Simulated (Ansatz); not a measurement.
The same path of C$_{2}$H$_{7}$AlSSi (12 atoms, charge 0, multiplicity 1) was run 3 times with different band settings. The coordinate that changes most is the dihedral S5–C2–Si3–H10.

All numbers below come from RKS PBE-D4/6-31G* in Ansatz.

Relaxed end points:

```xyz
12
Properties=species:S:1:pos:R:3
C -1.383 0.409 0.617
C -0.115 0.151 -0.188
Si 1.364 -0.489 0.780
Al -0.099 -0.181 -2.109
S 0.449 1.716 -1.262
H -1.212 1.148 1.424
H -2.213 0.791 -0.004
H -1.722 -0.531 1.091
H 1.900 0.522 1.757
H 2.467 -0.863 -0.171
H 0.975 -1.725 1.547
H -0.333 -1.003 -3.446
```

```xyz
12
Properties=species:S:1:pos:R:3
C -1.291 0.646 0.619
C -0.113 0.133 -0.203
Si 1.360 -0.513 0.772
Al -0.260 -0.483 -2.046
S 0.531 1.449 -1.536
H -0.992 1.473 1.292
H -2.117 1.021 -0.011
H -1.690 -0.171 1.248
H 0.902 -1.563 1.750
H 2.068 0.570 1.539
H 2.345 -1.152 -0.167
H -0.666 -1.466 -3.223
```

Common settings: optimiser quadratic models (default); start path through a guess of the saddle point; force threshold 0.03 eV/Å; iteration limit 60; end points relaxed.

| run | movable images | climbing image | spring |
| --- | --- | --- | --- |
| 1 | 7 | yes | 5.0 eV/Å² |
| 2 | 7 | yes | 2.0 to 10.0 eV/Å², energy-weighted |
| 3 | 4 | no | 5.0 eV/Å² |

(1) What does each run give, and how far can it be trusted?

## Answers

(1) Run 1: converged after 9 iterations, highest image 0.123 eV above the first end. A vibrational analysis at the climbing image gives one clearly imaginary mode, 163i cm⁻¹: a first-order saddle point.
Run 2: converged after 9 iterations, highest image 0.124 eV above the first end. Another band between the same ends (7 images) ends at a top of the same energy, where a vibrational analysis finds 1 clearly imaginary mode.
Run 3: converged after 8 iterations, highest image 0.115 eV above the first end. No image climbed, so the highest image needn't sit at the top of the path.
